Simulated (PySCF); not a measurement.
Species: C₆H₁₀FO (doublet state).
Structure used (GFN2-xTB), in Å, numbered top down from 1:
```xyz
18
C6H10FO angstrom
C      3.2083   -0.2789   -0.0592
O      1.9044   -0.3415    0.4753
C      0.8784   -0.4117   -0.4149
F      1.1323    0.1943   -1.6179
C     -0.4970   -0.2934    0.1010
C     -1.6341   -0.8248   -0.7989
C     -2.4457    0.4466   -0.5135
C     -1.1905    1.1037    0.0711
H      3.3610    0.6504   -0.6160
H      3.4010   -1.1261   -0.7249
H      3.8850   -0.3161    0.7916
H     -0.5088   -0.7317    1.0987
H     -1.3233   -0.8974   -1.8388
H     -2.0783   -1.7681   -0.4903
H     -2.8810    0.9375   -1.3807
H     -3.2222    0.2900    0.2324
H     -0.7046    1.7804   -0.6278
H     -1.2936    1.5929    1.0363
```

The hyperfine couplings belong to this conformer and change with its torsions.

As a line formula: `CO[C](F)C1CCC1` [radical].

Level of theory: PySCF, UKS B3LYP, pcH-1 on C F H O, non-relativistic, mean-field spin-orbit, GIAO. One conformer (not necessarily the lowest) at the GFN2-xTB geometry, without solvent, vibrations or thermal averaging. The geometry wasn't refined by DFT: couplings that depend on bond lengths, twists or pyramidal angles can differ widely from those at the functional's own minimum. Stability of the SCF solution: not tested.

Match the computed a_iso(13C) values +285.8, +44.9, +7.3, +3.7, -3.1 MHz (means over equivalent nuclei) with the sites C1; C3; C5; C6/C8; C7.

| site | a_iso (MHz) | ρ(0) (bohr⁻³) | position | distance from C3 (Å) | spin population | largest \|T\| (MHz) |
| --- | --- | --- | --- | --- | --- | --- |
| C1 | +3.7 | +0.0033 | 2 bonds from C3 | 2.36 | -0.01 | 2.7 |
| C3 | +285.8 | +0.2542 | largest spin population | 0.00 | +0.81 | 149.4 |
| C5 | +7.3 | +0.0065 | 1 bond from C3 | 1.47 | -0.05 | 6.6 |
| C6/C8 | +44.9 | +0.0399 | 2 bonds from C3 | 2.59 | +0.04 | 8.4 |
| C7 | -3.1 | -0.0027 | 3 bonds from C3 | 3.43 | 0.00 | 0.7 |

ρ(0) is the spin density at the nucleus and T the dipolar tensor; entries for several nuclei are means. Largest spin populations (Mulliken): C3 (+0.81), O2 (+0.10) and C8 (+0.07). No atom but C3 exceeds +0.15. The angles at C3 add up to 348.8°, so it is slightly pyramidal.

β density exceeds α density at some nuclei, such as C7 (-0.0027), spin density in bohr⁻³. In a single determinant that takes different orbitals for the two spins, that is spin polarisation.

Means are taken over nuclei equivalent by connectivity, which assumes that they swap fast. The three 1H nuclei of mean +7.4 MHz run from -1.8 to 13.1 MHz in the frozen geometry. The 13C value of +44.9 MHz is a mean of couplings from 40.7 to 49.1 MHz in this one geometry, not an average over conformers.

Hardware: one thread, Arm Neoverse V1 (aarch64), shared host. Cost: 91 s of wall time (with the writing of density and orbital grids), 0.97 GiB resident at most.
